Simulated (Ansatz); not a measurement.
Basis-set extrapolation for C3H6Si (`C=C=C[SiH3]`) (PBE0-D4/def2-TZVP geometry, frozen core, the Gaussian-basis code of Ansatz). Multiplicity 1, RHF reference.

|  | def2-TZVPP | def2-QZVPP |
| --- | --- | --- |
| HF | -406.023240 | -406.037336 |
| MP2 correlation | -0.597846 | -0.636957 |
| CCSD(T) correlation | -0.671068 | not run |

Energies in hartree. Use E(X) = E(∞) + A·exp(−7.88·√X) for Hartree–Fock and E(X) = E(∞) + B·X^(−2.97) for correlation, with X = 3 and 4, and add CCSD(T) minus MP2 of the smaller set to the MP2 limit.

Task: What is the CCSD(T) energy at the basis-set limit?

Result: HF limit: -406.037336 + (-0.014096) × 0.13774 = -406.03928. MP2 limit: -0.636957 + (-0.039111) × 0.74074 = -0.66593. Higher-order term: -0.671068 − (-0.597846) = -0.07322. Total: -406.77843 hartree, 220.9 kJ/mol below CCSD(T)/def2-TZVPP.
